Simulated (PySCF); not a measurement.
These compounds are isomers of formula C₈H₄F₄O.

A. 4-(trifluoromethyl)benzoyl fluoride (SMILES C1=C(C(F)(F)F)C=CC(C(=O)F)=C1)
B. `FC(=O)C1=CC(C(F)(F)F)=CC=C1`
C. SMILES O=C(F)c1ccccc1C(F)(F)F

Spectrum 1. 1H NMR (400 MHz, computed): δ 8.74 (m, 1H), 8.31 (m, 1H), 8.10 (m, 1H), 8.02 (m, 1H). 13C{1H} NMR (computed): δ 160.6 (C), 141.7 (C), 141.5 (CH), 141.3 (CH), 137.7 (CH), 133.7 (CH), 132.1 (C), 128.1 (C).

Spectrum 2. 1H NMR (400 MHz, computed): δ 8.66 (m, 2H), 8.22 (m, 2H). 13C{1H} NMR (computed): δ 164.8 (C), 144.2 (C), 139.7 (CH), 133.0 (C), 132.9 (C), 132.7 (CH).

Spectrum 3. 1H NMR (400 MHz, computed): δ 8.80 (m, 1H), 8.76 (m, 1H), 8.35 (m, 1H), 8.01 (m, 1H). 13C{1H} NMR (computed): δ 164.8 (C), 142.9 (CH), 139.1 (C), 137.9 (CH), 137.8 (CH), 134.7 (CH), 132.9 (C), 131.2 (C).

Computed data (PySCF 2.14.0 with density-fitted response routines): σ from GIAO-PBE0/pcSseg-1, geometry from GFN2-xTB. Equivalent nuclei averaged, relativity neglected, in vacuum, one computed conformer.

δ = σ(ref) − σ, references computed at the same level: TMS for 1H and 13C. Splittings of carbon signals by F and P are missing where no couplings were computed. Where no couplings were computed, multiplicities follow the n + 1 count of equivalent neighbours, and m marks all less simple cases (inequivalent or close neighbours, rings, F or P nearby). Shifts are as computed. Against solution values, carbons near 30 ppm lie about +3 ppm off and those near 130 ppm about +5 ppm. Of 1211 compounds with measured shifts, 218 miss one by over three times the rms of a fit or turn the order of signals round; such compounds aren't used in these exercises.

Which spectrum belongs to which compound?

Results:

1–C, 2–A, 3–B.

- Spectrum 1 (C): 8 13C signals; δC 137.7 is an aromatic CH; δC 133.7 is an aromatic CH.
- Spectrum 2 (A): 6 13C signals; δC 139.7 is an aromatic CH; δC 132.9 is a CF3 carbon.
- Spectrum 3 (B): 8 13C signals; δC 137.9 is an aromatic CH; δC 137.8 is an aromatic CH.
